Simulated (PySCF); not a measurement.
C4H4F2. Atoms are numbered in the order given.

```xyz
10

C      0.3486    -2.2392     0.0000
C      0.0171    -0.9408     0.0000
F     -1.2790    -0.5899     0.0000
C      0.9582     0.1694     0.0000
C      0.6795     1.4802     0.0000
F     -0.5498     1.9867     0.0000
H     -0.4260    -3.0069     0.0000
H      1.3963    -2.5387     0.0000
H      2.0166    -0.0981     0.0000
H      1.4526     2.2543     0.0000
```

Coordinates come from a B3LYP-D3(BJ)/def2-SVP optimisation. The structure was generated by enumeration; whether it is a known compound was not checked. Other conformers were not sampled.

These are PBE/def2-TZVP run with PySCF values and carry that method's errors.

The molecule is in vacuum.

```json
{
 "total_energy": "-354.22277 hartree",
 "point_group": "Cs",
 "highest_occupied_level": "-5.81 eV",
 "lowest_empty_level": "-1.98 eV",
 "orbital_gap": "3.82 eV",
 "dipole_moment": "2.28 D",
 "quadrupole, principal values (traceless, Buckingham form, about the centre of nuclear charge)": "-4.62, -0.45, 5.07 D·Å",
 "mean_static_polarisability": "55.2 bohr³ (8.17 Å³)",
 "polarisability_principal_values": "31.8, 45.9, 87.8 bohr³"
}
```
